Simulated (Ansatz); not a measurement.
**Match the barriers**

Saddle point of Si2H8Se, singlet (Si₂H₆ ([SiH3][SiH3]) + H₂Se → Si₂H₆Se ([SiH3][SiH2][SeH]) + H₂; bonds formed: Si1–Se7, H2–H6; bonds broken: Si1–H2, H6–Se7), PBE0-D4/def2-TZVP structure:

```xyz
11
angstrom
Si -0.2710 -0.3566 -0.9058
H 0.7404 0.5761 -1.9499
H 0.3871 -1.4459 -1.7135
H -1.6151 -0.1765 -1.4960
Si -0.0327 -0.9661 1.3370
H 0.4175 1.2541 -1.4285
Se -0.4967 2.2030 -0.0046
H -1.2100 -0.4747 2.0928
H 0.0977 -2.4452 1.4831
H 1.2099 -0.3335 1.8511
H 0.7731 2.1652 0.7344
```

Computed with Ansatz 0.2.0 (basis: def2-TZVPP, with def2-QZVPP for the basis limit); correlated methods freeze the cores. Filled d shells of the heavier atoms are correlated. The def2 sets are not built for correlating such inner shells, so the correlated values are less sure here. Extrapolation: Hartree–Fock as exp(−7.88 √X), correlation as X^−2.97. Four methods, as single points on the PBE0-D4 structures, gave these electronic barriers from the start structure: 1.617, 1.777, 2.043, 2.759 eV.

Problem. The methods were, in alphabetical order, HF, MP2, PBE-D4, r2SCAN-D4. Which gave which? (Judge from chemistry; the calculation decides.)

Solution. By the calculation: PBE-D4 1.617; r2SCAN-D4 1.777; MP2 2.043; HF 2.759 eV. For comparison, CCSD(T) at an estimated basis limit (MP2 extrapolated from triple and quadruple zeta, plus CCSD(T) − MP2 in triple zeta) gives 2.033 eV.

T1 diagnostic: at most 0.014.

Labels in which every atom is bracketed show which atoms are joined, not bond orders.

For scale, one of the runs: CCSD(T)/def2-TZVPP, 244 basis functions, launched by `ansatz run in.yaml --threads 4 --pin off --events-out ev --progress --plain --max-ram 9574MiB`. The run took 65 s on 4 CPU threads of an Intel Xeon Platinum 8175M (shared host), with 4.5 GiB of host memory at its peak.
